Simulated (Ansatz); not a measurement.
PbS (SMILES [S]=[Pb]), singlet, geometry from GFN2-xTB (such geometries of metal compounds can be far from the true shape) (core potentials on Pb); B3LYP/def2-TZVP run with Ansatz (an electronic-structure program).

The Ansatz input:
Ansatz 0.2 input:
```yaml
crystal:
  periodic: [false, false, false]
  atoms:
    - {symbol: Pb, position_ang: [-0.00000000, -0.00000000, -0.37651416]}
    - {symbol: S, position_ang: [0.00000000, 0.00000000, 1.92963508]}
basis:
  gaussian:
    orbitals: def2-TZVP
hamiltonian:
  xc: b3lyp
scf: {lower_state_search: light}
```

What the program printed (banner, timings and long lists left out):

```
Functional definition: B3LYP
701 factors; their error is unknown
mean field evaluation 1: about -16082.9632 eV, gradient 3.6e1 eV
mean field evaluation 2: about -16019.4197 eV, gradient 1.2e2 eV
mean field evaluation 4: about -16087.5174 eV, gradient 3.2e0 eV
mean field evaluation 8: about -16087.5311 eV, gradient 9.8e-2 eV
mean field evaluation 16: about -16087.5838 eV, gradient 1.8e-5 eV
mean field -16087.58378231 eV, -591.2077994440 hartree, gradient 7.0e-6 eV, S^2 0.000000; 0 other end points of the search recorded, 0 dependent functions left out
reference -16087.58396030 eV, -591.2078059851 hartree; 19, 19 occupied and 68, 68 virtual orbitals, 701 factors
Total energy: -16087.58396030 eV, -591.2078059851 hartree
```
